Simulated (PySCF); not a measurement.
Task: What does the GFN2-xTB structure of InChI=1S/C5H7ClO/c6-5-2-1-3-7-4-5/h1,3,5H,2,4H2/t5-/m1/s1 look like in three dimensions?

Result: 
```
atom  x, y, z in Å
Cl1   -2.6429    0.7806    0.4048
C2    -0.9674    0.1846    0.5417
C3     0.0247    1.2187    0.0285
C4     1.3608    0.5487   -0.1316
C5     1.4833   -0.7710   -0.1704
O6     0.4588   -1.6632   -0.1200
C7    -0.8274   -1.1005   -0.2710
H8    -0.7920   -0.0283    1.5997
H9     0.1018    2.0531    0.7284
H10   -0.3168    1.6245   -0.9289
H11    2.2331    1.1759   -0.1952
H12    2.4331   -1.2796   -0.2411
H13   -1.0143   -0.8819   -1.3312
H14   -1.5354   -1.8620    0.0639
```

Orientation and origin are arbitrary. Atoms count from 1 in this order. The C–O distances run from 1.359 Å (C5–O6, drawn single) to 1.412 Å (O6–C7, drawn single), a spread of 0.053 Å. The 6-membered ring C2–C3–C4–C5–O6–C7 has internal angles of 108.2° to 125.6°; it is puckered, 0.20 Å rms from its mean plane, widest ring torsion 62°. O6 (cyclic ether oxygen) is bent (angle 114.9°). Of the pairs four or more bonds apart, C5···H8 is among the closest relative to their van der Waals radii: 2.98 Å, 103 % of the sum of Bondi's values.

Bonds between heavy atoms (Å): Cl1–C2 1.784, C2–C3 1.522, C3–C4 1.503, C4=C5 1.326, C5–O6 1.359, O6–C7 1.412, C2–C7 1.527.

The geometry is computed with GFN2-xTB (gas phase).

Point group: C1 (no symmetry element, even within 0.4 Å). Not checked by GFN2-xTB frequencies. The numbers are those of one conformer (Cl1–C2–C3–C4 -167°, C2–C3–C4–C5 17°, C4–C5–O6–C7 11°, C5–O6–C7–C2 -43°).
